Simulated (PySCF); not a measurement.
## Peak assignment

Atoms are numbered as in `[CH3:1][C@H:2]1[CH:3]=[C:4]1[Br:5]`. Hydrogens are named by the atom that carries them.

A single conformation, in vacuum, fast rotation and ring inversion assumed for equivalent nuclei, no relativistic terms. B3LYP/pcJ-1 (pcSseg-1 on Br) coupling constants (without the spin–dipole term); PBE0-D3(BJ)/def2-SVP geometry; σ from GIAO-PBE0/pcSseg-1; PySCF 2.14.

Scale: $^{13}$C, $^{1}$H against TMS (reference shieldings calculated alike).

Q: Assign these signals to the numbered atoms. $^{13}$C{$^{1}$H} NMR (computed): δ 138.2, 124.0, 26.3, 23.8.

A: 
| δ (ppm) | atoms | environment | reason |
| --- | --- | --- | --- |
| 138.2 | C4 | fully substituted alkene carbon | the olefinic region |
| 124.0 | C3 | alkene CH | the olefinic region |
| 26.3 | C2 | three-membered-ring carbon | carbons of three-membered rings are unusually shielded |
| 23.8 | C1 | methyl carbon | saturated and bonded to C and H only |

Q: Assign these signals to the numbered atoms. $^{1}$H NMR (300 MHz, computed): δ 7.33 (d, J = 2.0 Hz, 1H), 2.04 (qd, J = 5.5, 2.0 Hz, 1H), 1.17 (d, J = 5.5 Hz, 3H).

A: 
| δ (ppm) | atoms | environment | reason |
| --- | --- | --- | --- |
| 7.33 | H(C3) | hydrogen on an alkene CH | attached to an sp2 carbon and in the plane of the double bond |
| 2.04 | H(C2) | hydrogen on a three-membered-ring carbon | – |
| 1.17 | H(C1) | hydrogen on a methyl carbon | – |

Spin–orbit coupling is missing: it shields a carbon bonded to bromine, so the measured shift of such a carbon is lower than the computed one. Multiplet labels drop couplings under 1 Hz and merge nearly equal ones. Unscaled 3J(H,H) at this level run about 10 % above measured values. Shifts are as computed. Against solution values, carbons near 30 ppm lie about +2 ppm off and those near 130 ppm about +5 ppm; carbons on Br a further +13 ppm. Of 1211 compounds with measured shifts, 218 miss one by over three times the rms of a fit or turn the order of signals round; such compounds aren't used in these exercises.
